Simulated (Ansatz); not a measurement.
GeEtH3 (C₂H₈Ge). Total charge 0; singlet. Geometry B3LYP-D4/def2-SVP, basis def2-TZVP, Ansatz.

```csv
run,HOMO (eV),LUMO (eV)
A,-7.87,0.43
B,-7.05,0.02
C,-10.46,2.30
D,-8.26,0.80
E,-7.00,0.12
F,-7.30,0.55
```

HSE06 is defined as in plane-wave codes, on full-range PBE exchange.

Task: The runs used HSE06, PBE, PBE0, r2SCAN, revPBE, ωB97M-V. Estimate which is which.

Result: A HSE06 (range-separated); B PBE (0 % exact exchange); C ωB97M-V (range-separated); D PBE0 (25 % exact exchange); E revPBE (0 % exact exchange); F r2SCAN (0 % exact exchange). Exact exchange lowers occupied and raises empty levels; among semilocal functionals meta-GGAs tend to open the gap a little, and such runs are hard to tell apart. The gap grows from 7.07 eV (PBE) to 12.76 eV (ωB97M-V).
